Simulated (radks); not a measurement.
Br7+, 28 electrons, occupied as [Ar] 3d10. Calculated with a radial shooting solver on a logarithmic mesh with Libxc functionals: Dirac Kohn-Sham, BLYP, spin-unpolarised, spherical densities, finite nucleus; Fermi nuclear charge, rms radius 4.1629 fm.

Normalised radial functions P(r) = r R(r) (large component), r in bohr:

r           3p1/2    3p3/2
0.005138   0.0166   0.0122
0.005747   0.0200   0.0150
0.006479   0.0244   0.0188
0.007247   0.0294   0.0232
0.008171   0.0360   0.0290
0.00914    0.0434   0.0356
0.01031    0.0530   0.0442
0.01153    0.0639   0.0541
0.01289    0.0768   0.0659
0.01454    0.0934   0.0812
0.01626    0.1119   0.0984
0.01833    0.1353   0.1204
0.0205     0.1611   0.1448
0.02312    0.1933   0.1755
0.02586    0.2282   0.2088
0.02916    0.2709   0.2501
0.03261    0.3160   0.2938
0.03648    0.3660   0.3428
0.04113    0.4247   0.4005
0.046      0.4833   0.4587
0.05186    0.5486   0.5241
0.05801    0.6096   0.5860
0.06541    0.6718   0.6500
0.07316    0.7230   0.7038
0.08249    0.7649   0.7497
0.09226    0.7863   0.7761
0.1032     0.7845   0.7804
0.1164     0.7498   0.7534
0.1301     0.6809   0.6926
0.1467     0.5631   0.5840
0.1641     0.4099   0.4394
0.1851     0.2008   0.2388
0.207     -0.0307   0.0138
0.2334    -0.3065  -0.2572
0.261     -0.5749  -0.5240
0.292     -0.8363  -0.7867
0.3292    -1.0871  -1.0424
0.3682    -1.2741  -1.2370
0.4151    -1.4066  -1.3802
0.4643    -1.4571  -1.4419
0.5236    -1.4310  -1.4280
0.5856    -1.3389  -1.3461
0.6603    -1.1830  -1.1989
0.7385    -1.0027  -1.0240
0.826     -0.8085  -0.8322
0.9314    -0.6052  -0.6285
1.042     -0.4352  -0.4561
1.175     -0.2852  -0.3019
1.314     -0.1790  -0.1914
1.481     -0.0998  -0.1081
1.657     -0.0531  -0.0582
1.868     -0.0243  -0.0270
2.089     -0.0105  -0.0118

3p1/2: eigenvalue -287.59 eV, 1 radial node at r = 0.204 bohr, <r> = 0.553 bohr, 90 % of the charge inside 0.844 bohr. 3p3/2: eigenvalue -280.67 eV, 1 radial node at r = 0.208 bohr, <r> = 0.564 bohr, 90 % of the charge inside 0.859 bohr.
